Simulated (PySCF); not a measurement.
Stepwise substitution at one centre (Ge SH-H). All species are isolated molecules in the gas phase. One relaxed conformer stands for each flexible species; it need not be the lowest. Strings in code marks are SMILES.

The numbers are results of PySCF 2.14.0 with PBE-D3(BJ)/def2-TZVP // r2SCAN-D4/def2-TZVP, not measurements. Excitations are Tamm–Dancoff values on a coarser integration grid. The basis has no diffuse functions, so Rydberg states are missing or too high.

```
species                                                                                    LUMO (eV)  S1–T1 gap (TDA) (eV)  T1 excitation (TDA) (eV)
-----------------------------------------------------------------------------------------  ---------  --------------------  ------------------------
0 of 4 SH replaced by H (`[SH][Ge]([SH])([SH])[SH]`)                                           -2.30                  0.34                      3.92
1 of 4 SH replaced by H (`[GeH]([SH])([SH])[SH]`)                                              -1.93                  0.35                      4.13
2 of 4 SH replaced by H (`[SH][GeH2][SH]` (H–S–Ge–S torsion -145°, S–Ge–S–H torsion 59°))      -1.37                  0.43                      4.55
3 of 4 SH replaced by H                                                                        -0.91                  0.49                      4.89
4 of 4 SH replaced by H                                                                            –                     –                         –
```
